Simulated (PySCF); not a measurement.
BFH2S2, SMILES FB(S)S.

Coordinates come from a ωB97X-D3(BJ)/def2-SVP optimisation. The values are those of a single conformer.

Computed with M06-2X/def2-TZVPD run with PySCF.

Symmetry labels are those of the subgroup C2v that the program uses (full group C2v).

Computed valence orbital energies around the gap with their symmetry:
| orbital | symmetry | energy (eV) |
|---|---|---|
| HOMO−7 | B2 | -16.06 |
| HOMO−6 | B1 | -15.51 |
| HOMO−5 | A1 | -14.01 |
| HOMO−4 | B2 | -12.89 |
| HOMO−3 | A1 | -12.78 |
| HOMO−2 | B2 | -10.33 |
| HOMO−1 | B1 | -10.13 |
| HOMO | A2 | -8.96 |
| LUMO | A1 | -0.43 |
| LUMO+1 | B1 | 0.28 |
| LUMO+2 | A1 | 0.43 |
| LUMO+3 | B2 | 0.49 |
